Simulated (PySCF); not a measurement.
Isomers of C9H10O, from PySCF 2.14.0, PBE0-D3(BJ)/def2-SVP geometry optimisation, gas phase. One conformer each, no zero-point energy, no frequencies.

Question: Which is lowest in electronic energy at this level?
A. `[CH3:1][c:2]1[cH:3][cH:4][cH:5][c:6]([CH:7]=[O:8])[c:9]1[CH3:10]` with C5–C6–C7–O8 0°: A = 2236, B = 1107, C = 747.3 MHz, dipole 3.67 D
B. `[CH2:1]=[CH:2][c:3]1[cH:4][cH:5][c:6]([CH2:7][OH:8])[cH:9][cH:10]1` with C1–C2–C3–C4 178°, C5–C6–C7–O8 -26°, C6–C7–O8–H -59°: A = 4466, B = 674.9, C = 593.9 MHz, dipole 1.25 D
C. `[CH3:1][C:2](=[O:3])[c:4]1[cH:5][cH:6][c:7]([CH3:8])[cH:9][cH:10]1` with C1–C2–C4–C5 180°: A = 3627, B = 786.7, C = 651.8 MHz, dipole 3.36 D

Answer: C. That is 4'-methylacetophenone (`c1c(C)ccc(c1)C(C)=O`), 6.4 kcal/mol below the next.

```csv
SMILES,mapped SMILES,E (Eh),relative (kcal/mol),relative (kJ/mol),dipole (D)
CC(=O)c1ccc(C)cc1,[CH3:1][C:2](=[O:3])[c:4]1[cH:5][cH:6][c:7]([CH3:8])[cH:9][cH:10]1,-423.42874,0.0,0.0,3.36
Cc1cccc(C=O)c1C,[CH3:1][c:2]1[cH:3][cH:4][cH:5][c:6]([CH:7]=[O:8])[c:9]1[CH3:10],-423.41850,6.4,26.9,3.67
C=Cc1ccc(CO)cc1,[CH2:1]=[CH:2][c:3]1[cH:4][cH:5][c:6]([CH2:7][OH:8])[cH:9][cH:10]1,-423.39018,24.2,101.3,1.25
```

As drawn, the lowest has a C=O bond, which the highest lacks; the highest has an O–H bond and a C=C bond outside aromatic rings, which the lowest lacks.
